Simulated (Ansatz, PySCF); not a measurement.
System: SnH₃ (charge -1, singlet). 
Coordinates optimised at B3LYP-D3(BJ)/def2-TZVP (Ansatz, an electronic-structure program):
```
Sn
H 1 1.8076
H 1 1.8076 2 92.58
H 1 1.8076 2 92.58 3 -92.70
```
Charge -1, spin multiplicity 1.

Total electronic energies in hartree. Valence correlation only, unless marked. Spin-orbit coupling is left out. Frozen are the shells of the preceding noble gas and the d and f shells that filled before the atom's block. In def2 rows, elements after Kr have scalar-relativistic effective core potentials. Basis-set limits of correlation are two-point, X^-3; Hartree-Fock from the larger set. [CCSD(T)-MP2]/basis is that difference in the basis named.

```tsv
level	program	energy (Eh)
HF-D4/def2-TZVPD	PySCF + dftd4	-215.08700
SVWN5/def2-TZVPD	Ansatz	?
PBE-D4/def2-TZVPD	Ansatz + dftd4	-216.09788
BP86-D4/def2-TZVPD	PySCF + dftd4	-216.24088
B97M-V/def2-TZVPD	Ansatz	-216.11357
PBE0/def2-TZVPD	Ansatz	-216.10626
TPSSh-D3(BJ)/def2-TZVPD	PySCF + dftd3	-216.04002
TPSSh-D4/def2-TZVPD	PySCF + dftd4	-216.04145
LC-wPBE-D3(BJ)/def2-TZVPD	Ansatz + dftd3	-216.14192
RPA@PBE/def2-TZVPP	Ansatz	?
RPA@PBE/def2-QZVPP	Ansatz	-215.35972
CCSD/def2-TZVPP	Ansatz	-215.23539
CCSD/def2-TZVPPD	Ansatz	-215.23779
RI-MP2/CBS(def2-TZVPPD,def2-QZVPPD)+[CCSD(T)-MP2]/def2-QZVPPD	Ansatz	-215.2581
CCSD(T)/CBS(def2-TZVPPD,def2-QZVPPD)	Ansatz	-215.2568
```

Problem. Complete the blanks.

Solution. 
- SVWN5/def2-TZVPD, energy (Eh): -215.74301
- RPA@PBE/def2-TZVPP, energy (Eh): -215.33634
